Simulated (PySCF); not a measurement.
Ag(I) cation (AgI), SMILES [Ag][I] (connectivity only; charge and spin as stated), charge +1, multiplicity 2. The structure is a stationary point at B3LYP-D3(BJ)/def2-TZVP. The multiplicity is an assumed one; other spin states were not compared. The def2 effective core potentials stand for the cores of Ag, I; spin–orbit coupling is left out.

The numbers are results of PySCF with B3LYP-D3(BJ)/def2-TZVP, not measurements.

Harmonic wavenumbers (cm⁻¹): 141. Rotational constants (GHz): 1.184 (linear); symmetry number 1.

Problem. Work out the zero-point energy and the ideal-gas rigid-rotor harmonic-oscillator thermochemistry at 298.15 K and 1 atm.

Solution. ZPE = ½ Σ hcν = ½ × 141 cm⁻¹ = 0.20 kcal/mol. H − E(el) = 2.69 kcal/mol. Entropy in cal/(mol K): translation 42.26, rotation 19.01, vibration 2.78, spin 1.38, total 65.43. G − E(el) = -16.82 kcal/mol. Cp = 8.87 cal/(mol K). Modes under 150 cm⁻¹ make the vibrational entropy uncertain.
